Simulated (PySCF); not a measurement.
Broadened absorption spectrum of SiHMe2(NHMe)

Compound: SiHMe2(NHMe), C₃H₁₁NSi.
Bonds: Si1–C3, Si1–C7, Si1–N11, N11–C12. Hydrogens: H2 on Si1; H4, H5, H6 on C3; H8, H9, H10 on C7; H13 on N11; H14, H15, H16 on C12.

Computed, not measured: TDDFT B3LYP/def2-SVPD, vertical, gas phase, core orbitals frozen in the response in PySCF. One conformer (not necessarily the lowest) at the PBE0-D3(BJ)/def2-SVP geometry, without solvent, vibrations or thermal averaging.

Computed states:

```tsv
state	E (eV)	f
S1	5.62	0.0070
S2	6.09	0.0056
S3	6.42	0.020
S4	6.75	0.027
S5	6.98	0.020
S6	7.46	0.030
S7	7.49	0.0065
S8	7.85	0.0081
S9	7.92	0.031
S10	7.98	0.014
```

Broadening: Gaussians 0.5 eV wide at half height, area fixed by f = 4.319×10⁻⁹ ∫ε dν̃. The width is an assumption, not a result. The curve ends short of the highest state used, and states not computed would add to its high-energy end.

(1) Give the broadened spectrum and its maxima.

(2) Coming from long wavelengths, where does ε first pass 100 L mol⁻¹ cm⁻¹?

(3) On this curve, what absorbance would a 10⁻⁴ mol/L sample give at 248 nm over a 1 cm path?

Results:

(1) 
(E (eV), ε (L mol⁻¹ cm⁻¹)): (4.87, 1), (4.94, 2), (5.01, 6), (5.08, 15), (5.16, 36), (5.23, 70), (5.30, 122), (5.37, 190), (5.44, 267), (5.52, 346), (5.59, 392), (5.66, 409), (5.73, 404), (5.80, 393), (5.87, 397), (5.95, 441), (6.02, 525), (6.09, 654), (6.16, 823), (6.23, 1026), (6.31, 1281), (6.38, 1507), (6.45, 1724), (6.52, 1928), (6.59, 2117), (6.67, 2300), (6.74, 2402), (6.81, 2421), (6.88, 2341), (6.95, 2175), (7.02, 1967), (7.10, 1765), (7.17, 1694), (7.24, 1752), (7.31, 1920), (7.38, 2132)

Maxima: 219 nm (5.67 eV), ε about 410, made up of S1 (89%) and S2 (10%) (hardly more than a shoulder); 183 nm (6.79 eV), ε about 2400, made up of S3 (10%), S4 (60%) and S5 (30%) (ε in L mol⁻¹ cm⁻¹; maxima over ε = 5, shares over 10%). At its high-energy end, 7.38 eV, the curve is still rising (ε about 2100, from S6 and S7).

(2) At about 235 nm (5.27 eV), 0.35 eV below S1.

(3) 248 nm is 4.999 eV, where ε is about 5.3 L mol⁻¹ cm⁻¹, so A = ε c l ≈ 0.00053 (Beer–Lambert, with the gas-phase spectrum and the assumed width).

All these states lie below the vertical ionisation energy of 8.47 eV (ΔSCF).

Hardware: one thread of an Arm Neoverse V1, shared host with 32 logical CPUs at a one-minute load of 26. Cost: 46 s wall (grids of density and orbitals included), 0.92 GiB resident at most.
